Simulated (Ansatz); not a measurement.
Energy landscape of H3Al, singlet: umbrella (inversion) coordinate, bond length relaxed. Scanned: angle between the Al-H bonds and the threefold axis (90 = planar). Other coordinates (Al-H bond length) were minimised at PBE0/def2-TZVP.

The free coordinates were minimised at PBE0/def2-TZVP in PySCF; the energy column is full CI/def2-SVP, frozen core (Ansatz, a program for electronic structure), in mEh.

| a / ° | Al-H bond length / Å | E |
|---|---|---|
| 90 | 1.586 | 0.0 |
| 92.51 | 1.586 | 0.5 |
| 96.41 | 1.587 | 3.1 |
| 98.90 | 1.588 | 5.9 |
| 102.27 | 1.589 | 11.3 |
| 104.26 | 1.591 | 15.2 |
| 107.37 | 1.593 | 22.6 |
| 111.30 | 1.597 | 34.1 |
| 114.61 | 1.601 | 45.7 |
| 116.92 | 1.604 | 54.8 |
| 119.29 | 1.607 | 65.1 |
| 122.79 | 1.613 | 82.1 |
| 125.79 | 1.619 | 98.4 |
| 128.43 | 1.624 | 114.1 |
| 132 | 1.632 | 137.5 |
